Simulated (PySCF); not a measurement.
Potential energy curve for K2, singlet.

Level of theory: CCSD(T) on UHF/def2-SVP, 10 core orbitals frozen (PySCF 2.14.0).

Relative to R = 4.10 Å, what are the energies at R = 3.57, 4.99, 5.37, 10.70 Å?

3.3 mEh at 3.57 Å, 5.5 mEh at 4.99 Å, 9.1 mEh at 5.37 Å, 18.6 mEh at 10.70 Å.

The unrestricted determinant behind UCCSD(T) is spin-contaminated at 3.19 to 12.02 Å (<S²> up to 1.0, against 0.00 for a pure singlet).
